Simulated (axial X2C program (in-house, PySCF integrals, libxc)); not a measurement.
**Ω levels of TiCl from open-shell CI on d1 s2 p(π)0**

Computed with an in-house all-electron X2C program for linear molecules (integrals from PySCF): two-component X2C with atomic mean-field Coulomb and Gaunt terms, basis Ti dyall-v3z, Cl dyall-av3z (cores contracted in-house). Orbitals come from Hartree–Fock averaged over the configuration Ti d1 s2 p(π)0; CI then distributes these electrons over the d, s, p(π) shells of Ti.

R = 2.255 Å (near the minimum of the configuration average).

Lowest levels of this model:

| Ω | energy (cm⁻¹) | g∥ | μ (D) | configuration |
| --- | --- | --- | --- | --- |
| 3/2 | 0 | 1.95 | -3.74 | 83% d1 s2 + 8% d2 s1 |
| 5/2 | 209 | 5.98 | -3.75 | 83% d1 s2 + 7% d2 s1 |
| 3/2 | 801 | 0.05 | -3.39 | 85% d2 s1 + 11% d3 |
| 5/2 | 879 | 4.02 | -3.39 | 86% d2 s1 + 11% d3 |
| 7/2 | 964 | 8.00 | -3.39 | 87% d2 s1 + 11% d3 |
| 9/2 | 1057 | 12.01 | -3.39 | 87% d2 s1 + 11% d3 |
| 1/2 | 2000 | 1.98 | -3.32 | 86% d2 s1 + 11% d3 |
| 3/2 | 2017 | 5.94 | -3.32 | 86% d2 s1 + 11% d3 |
| 1/2 | 2501 | 3.09 | -3.29 | 89% d2 s1 + 9% d3 |
| 1/2 | 2544 | 0.92 | -3.29 | 88% d2 s1 + 9% d3 |
| 3/2 | 2555 | 4.05 | -3.29 | 89% d2 s1 + 9% d3 |
| 5/2 | 2571 | 7.99 | -3.29 | 89% d2 s1 + 9% d3 |
| 1/2 | 3724 | 0.28 | -3.58 | 55% d1 s2 + 35% d2 s1 |
| 5/2 | 3894 | 6.01 | -3.34 | 100% d2 s1 |
| 7/2 | 3945 | 10.01 | -3.34 | 100% d2 s1 |
| 7/2 | 6682 | 8.00 | -3.63 | 84% d2 s1 + 14% d3 |
| 9/2 | 17624 | 10.00 | -3.63 | 85% d2 s1 + 13% d3 |
| 7/2 | 17631 | 6.00 | -3.63 | 85% d2 s1 + 13% d3 |
| 9/2 | 23983 | 12.01 | -4.49 | 77% d1 s1 p(π)1 + 13% d2 p(π)1 |

g∥ is the magnitude of 2⟨Lz + ge Sz⟩ for the +Ω component. μ is positive if the Cl end is positive.

Problem. From Ω and g∥ of the lowest level, whose 2⟨Lz + ge Sz⟩ is positive, find ⟨Sz⟩ and ⟨Lz⟩ (ge = 2.0023).

Solution. Ω = ⟨Lz⟩ + ⟨Sz⟩ = 3/2 and ⟨Lz⟩ + ge⟨Sz⟩ = 0.975, so ⟨Sz⟩ = -0.52 and ⟨Lz⟩ = 2.02.

Occupations of the active spinors in the lowest level by ω, shell by shell in order of energy: -5/2: 0.00; -3/2: 0.00 0.00 0.01; -1/2: 0.12 0.00 0.88 0.02; 1/2: 0.06 0.02 0.85 0.02; 3/2: 0.96 0.00 0.02; 5/2: 0.03. The leading determinant has weight 0.83 among 82.

This point took 0.67 s on 1 thread of Arm Neoverse V2 (shared host).

Dynamic correlation is missing, so gaps between terms are too wide and other configurations may lie lower; the lowest level listed is that of this model, not necessarily the ground state. For d shells the ligand-field splittings (σ, π, δ) and their order can be off by a thousand cm⁻¹ or more. At most 4 roots were kept for each Ω > 0 (twice that for Ω = 0) within 3.2 eV of the lowest, so higher up levels can be missing between those listed; levels with Ω > 0 are doubly degenerate and listed once, Ω = 0 levels singly. Some active spinors are only partly of the character that their shell is named for, so the shell names and counts are nominal. States that fill the shells left empty in the average are placed too high.
